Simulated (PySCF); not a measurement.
**Molecular orbitals of HBr⁺**

UHF at R = 1.457 Å; PySCF, scalar-relativistic core potentials, basis sets H cc-pVTZ, Br cc-pVTZ-PP with ECP10. State: ²Π (doublet), unpaired electrons π ↑. Only the outer orbitals are listed, counted within each symmetry, core potentials removing the inner ones.

```tsv
spin	orbital	occ.	ε (eV)	on H (%)	main shells (%)
α	4σ	1	-39.51	6	93 Br s
α	5σ	1	-24.89	27	67 Br p, 26 H s
α	3π	1	-23.28	1	99 Br p
α	3π	1	-21.35	1	99 Br p
α	6σ	0	-4.55	81	82 H s, 21 Br p
α	7σ	0	0.75	50	51 H s, 24 Br d, 21 Br s
α	8σ	0	3.13	18	68 Br s, 18 H s, 14 Br p
β	4σ	1	-36.66	9	90 Br s, 8 H s
β	5σ	1	-24.44	29	63 Br p, 28 H s
β	3π	1	-20.73	1	99 Br p
β	3π	0	-9.62	1	99 Br p
β	6σ	0	-4.25	79	80 H s, 23 Br p
β	7σ	0	1.12	57	58 H s, 23 Br d, 15 Br s
```

Which are the highest filled and the lowest empty level, where do they sit, and how wide is the gap?

Highest filled β 3π at -20.73 eV (in %: 99 Br p); lowest empty β 3π at -9.62 eV (in %: 99 Br p); the gap at UHF is 11.11 eV. Both belong to one degenerate shell, split only by its one-sided filling, so this is no excitation gap.

```
bond order (Mayer)                                                                                                 : 0.95
⟨S²⟩                                                                                                               : 0.760
charge on H (Mulliken, basis-dependent)                                                                            : 0.27
charge on H (Löwdin, basis-dependent)                                                                              : -0.04
dipole moment (positive dipole points towards Br; it is taken about the centre of mass and depends on that origin) : -1.64 D
polarisability along the bond                                                                                      : 17.4 bohr³
polarisability across the bond                                                                                     : 12.0 bohr³
```

Spin–orbit coupling is left out. The state was picked by a PBE0 search and need not be the measured ground state.
